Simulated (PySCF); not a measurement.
P²⁺ (phosphorus, charge +2) across methods

[Ne] 3s2 3p1, 2P determinant. All numbers are calculated (PySCF 2.14, no relativity, point nucleus, in aug-cc-pV(Q+d)Z (7s6p5d3f2g, 89 functions)).

| method | E (hartree) | mean ε 3s α (eV) | mean ε 3s β (eV) | mean ε 3p α (eV) | Σ⟨r²⟩ (bohr²) | ⟨S²⟩ |
| --- | --- | --- | --- | --- | --- | --- |
| PW91 | -340.1394 | -34.326 | -33.184 | -25.023 | 13.89 | 0.754 |
| M06 | -340.1546 | -35.923 | -34.394 | -25.981 | 13.77 | 0.752 |
| PBE0 | -340.0279 | -35.920 | -34.403 | -26.376 | 13.92 | 0.755 |
| r2SCAN | -340.1225 | -34.596 | -33.293 | -25.418 | 13.94 | 0.759 |
| PBE | -339.9983 | -34.256 | -33.112 | -24.961 | 13.91 | 0.754 |
| TPSS | -340.1773 | -34.509 | -33.129 | -25.273 | 13.90 | 0.756 |
| LDA | -338.8806 | -34.341 | -33.266 | -24.813 | 13.91 | 0.752 |
| LC-wPBE | -340.0419 | -39.150 | -37.451 | -29.417 | 13.88 | 0.756 |
| UHF | -339.65026 | -40.058 | -37.076 | -29.984 | 14.09 | 0.764 |
